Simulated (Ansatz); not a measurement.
Mulliken charges of `[OH][Ga]([OH])[SH]` from ωB97M-V/def2-TZVPP in Ansatz (PBE0-D4/def2-TZVP geometry).

```json
{"atom": "O1", "x (Å)": "-1.503", "y (Å)": "-0.945", "z (Å)": "-0.183", "charge (e)": "-0.384"}
{"atom": "Ga2", "x (Å)": "-0.022", "y (Å)": "-0.088", "z (Å)": "0.283", "charge (e)": "0.590"}
{"atom": "O3", "x (Å)": "0.366", "y (Å)": "-0.186", "z (Å)": "2.009", "charge (e)": "-0.388"}
{"atom": "S4", "x (Å)": "1.267", "y (Å)": "1.018", "z (Å)": "-1.113", "charge (e)": "-0.255"}
{"atom": "H5", "x (Å)": "-1.716", "y (Å)": "-0.889", "z (Å)": "-1.116", "charge (e)": "0.158"}
{"atom": "H6", "x (Å)": "1.170", "y (Å)": "0.275", "z (Å)": "2.256", "charge (e)": "0.163"}
{"atom": "H7", "x (Å)": "0.499", "y (Å)": "0.746", "z (Å)": "-2.181", "charge (e)": "0.115"}
```

Task: By hand: the dipole of these point charges (1 e Å = 4.8032 D).

Result: Σ q r = (0.076, 0.114, -0.318) e Å, of length 0.346 e Å = 1.66 D.

Task: How does the dipole of the full density compare? (An estimate is asked.)

Result: The calculation gave: (0.159, 0.185, -0.408) e Å, 2.28 D; the point charges give 0.73 times that, at 8° from its direction.

Point charges leave out the atoms' own dipoles, such as those of lone pairs, and Mulliken's split depends on the basis, so the two needn't agree.
